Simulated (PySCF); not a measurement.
BFClBr, SMILES FB(Cl)Br.

The structure is a stationary point at TPSSh-D3(BJ)/def2-SVP.

Computed with PBE/def2-TZVPD run with PySCF.

Symmetry labels are those of the subgroup Cs that the program uses (full group Cs).

Q: List the valence orbital energies around the gap with their symmetry. (Estimate from the structure and the level; the computed values follow.)

A: 
```
orbital  symmetry  energy (eV)
-------  --------  -----------
HOMO−7         A'       -12.35
HOMO−6         A"       -12.03
HOMO−5         A'       -11.97
HOMO−4         A'        -9.55
HOMO−3         A"        -9.07
HOMO−2         A'        -8.62
HOMO−1         A"        -8.01
HOMO           A'        -7.57
LUMO           A"        -2.28
LUMO+1         A'        -0.88
LUMO+2         A'        -0.04
LUMO+3         A'         0.33
```
